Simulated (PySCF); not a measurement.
**W⁺ (tungsten, charge +1) across methods**

[Xe] 4f14 5d4 6s1, high-spin 6D determinant. Computed with PySCF 2.14 in aug-cc-pVQZ-PP with ECP60MDF (7s7p6d4f3g2h, 135 functions), with scalar relativity through the core potential.

| method | E (hartree) | mean ε 5p β (eV) | mean ε 6s α (eV) | mean ε 5d α (eV) | Σ⟨r²⟩ (bohr²) | ⟨S²⟩ |
| --- | --- | --- | --- | --- | --- | --- |
| PBE | -67.0335 | -48.647 | -12.894 | -12.807 | 41.36 | 8.751 |
| TPSSh | -66.9939 | -49.715 | -13.104 | -13.321 | 41.24 | 8.751 |
| LDA | -66.8438 | -48.651 | -13.161 | -12.842 | 41.55 | 8.750 |
| r2SCAN | -67.0487 | -49.366 | -13.140 | -13.177 | 41.04 | 8.752 |
| MN15 | -66.9149 | -51.388 | -14.283 | -14.625 | 41.19 | 8.752 |
| UHF | -66.46517 | -56.308 | -15.277 | -17.766 | 41.40 | 8.755 |
| BHandHLYP | -66.8958 | -53.009 | -14.014 | -15.258 | 41.18 | 8.751 |
| PBE0 | -67.0017 | -50.843 | -13.562 | -14.198 | 41.17 | 8.752 |

Energies and moments cover only the electrons outside the core potential. Spin-orbit coupling, absent here, splits the open shell strongly.
